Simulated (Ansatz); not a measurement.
Isomers of Si₆Te₆ (singlet), relaxed with PBE-D4/def2-SVP; total energies from Ansatz at PBE0-D4/def2-SVP.

| isomer | description | energy (Eh) |
| --- | --- | --- |
| A | point group not assigned; 16 × Si–Te 2.47 to 2.90 Å; 2 × Si–Si 2.33 to 2.40 Å | -3344.19467 |
| B | point group not assigned; 15 × Si–Te 2.45 to 2.88 Å; 3 × Si–Si 2.47 to 2.63 Å | -3344.16716 |

In the def2 sets Te takes a core potential; there is no spin–orbit coupling.

The isomers come from a short search, and lower ones may exist.

Task: Work out the relative energies (1 Eh = 2625.5 kJ/mol) and the Boltzmann populations at 800 K from electronic energies alone (R = 8.314 J/mol/K).

Result: ΔE: A 0.0, B 72.2 kJ/mol. RT = 6.65 kJ/mol. Factors exp(−ΔE/RT): A 1, B 1.93e-05; sum 1.000. Populations: A 100.0 %, B 0.0 %. Zero-point energy, vibrational entropy and symmetry numbers are left out and can shift these; an error of 4 kJ/mol changes a ratio by a factor of 1.8. Over the other density-functional and correlated levels in def2 sets, the gap between A and B ranges from 52 to 64 kJ/mol.
